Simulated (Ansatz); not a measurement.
Geometry optimisation, RKS PBE/def2-SVP in Ansatz 0.2.0.

Input:

```yaml
crystal:
  periodic: [false, false, false]
  atoms:
    - { symbol: Ti, position_ang: [-0.228015, 0.241505, 0.051811] }
    - { symbol: "N", position_ang: [-0.159176, 0.143883, 2.04428] }
    - { symbol: H, position_ang: [-0.981572, 0.465862, 2.568121] }
    - { symbol: H, position_ang: [0.697048, 0.267063, 2.60307] }
    - { symbol: Cl, position_ang: [1.695705, 0.769164, -0.855039] }
    - { symbol: Cl, position_ang: [-1.599031, 1.907328, -0.301493] }
    - { symbol: Cl, position_ang: [-1.218357, -1.532937, -0.815177] }
    - { symbol: "N", position_ang: [1.515683, -2.265645, 1.16623] }
    - { symbol: H, position_ang: [1.169961, -2.931677, 0.473331] }
    - { symbol: Si, position_ang: [3.192781, -1.956261, 1.519757] }
    - { symbol: H, position_ang: [3.977903, -3.198948, 1.860523] }
    - { symbol: H, position_ang: [3.913187, -1.266157, 0.3907] }
    - { symbol: H, position_ang: [3.164512, -1.047539, 2.721708] }
    - { symbol: H, position_ang: [0.756371, -1.909141, 1.782577] }
basis:
  gaussian: { orbitals: def2-SVP }
hamiltonian:
  xc: pbe
relax:
  f_tol: 0.03
  max_steps: 50
```

Run as:

```bash
$ ansatz run input.yaml --threads 4 --pin off --max-ram 5120MiB --backend cpu --events-out ev --progress --plain --runs-dir out
```

Where does it end, and by what steps?

The run converged. The force dipped under the threshold on the way, but the program's further checks kept it going. After 18 steps the energy has fallen by 0.563 eV; H11 moved furthest, 0.84 Å. Joined: Ti1–N8 (3.25 → 2.35 Å).

| step | energy less start (eV) | largest force component (eV/Å) | accepted |
| --- | --- | --- | --- |
| 0 | 0.0000 | 2.040 | yes |
| 1 | -0.1931 | 0.718 | yes |
| 2 | -0.3173 | 1.370 | yes |
| 3 | -0.4123 | 1.309 | yes |
| 4 | -0.4680 | 1.084 | yes |
| 5 | -0.5060 | 0.583 | yes |
| 6 | -0.5099 | 0.417 | yes |
| 7 | -0.5437 | 0.175 | yes |
| 8 | -0.5488 | 0.056 | yes |
| 9 | -0.5536 | 0.073 | yes |
| 10 | -0.5566 | 0.075 | yes |
| 11 | -0.5581 | 0.052 | yes |
| 12 | -0.5591 | 0.030 | yes |
| 13 | -0.5596 | 0.044 | yes |
| 14 | -0.5608 | 0.037 | yes |
| 15 | -0.5617 | 0.081 | yes |
| 16 | -0.5623 | 0.044 | yes |
| 17 | -0.5626 | 0.029 | yes |
| 18 | -0.5626 | 0.014 | yes |

```xyz
14
Properties=species:S:1:pos:R:3
Ti -0.012 -0.084 0.291
N -0.067 0.096 2.156
H -0.609 0.851 2.591
H 0.457 -0.426 2.865
Cl 1.877 0.578 -0.747
Cl -1.337 1.659 -0.075
Cl -1.243 -1.736 -0.631
N 1.332 -1.914 0.879
H 1.316 -2.432 -0.013
Si 3.027 -1.644 1.465
H 3.412 -2.806 2.343
H 3.937 -1.586 0.282
H 3.054 -0.390 2.282
H 0.754 -2.478 1.521
```

Whether the end is a true minimum wasn't checked by a vibrational analysis.

Run time: 39 s on 4 threads of Intel(R) Xeon(R) 6975P-C (Granite Rapids) (shared host), peak memory 0.32 GiB.
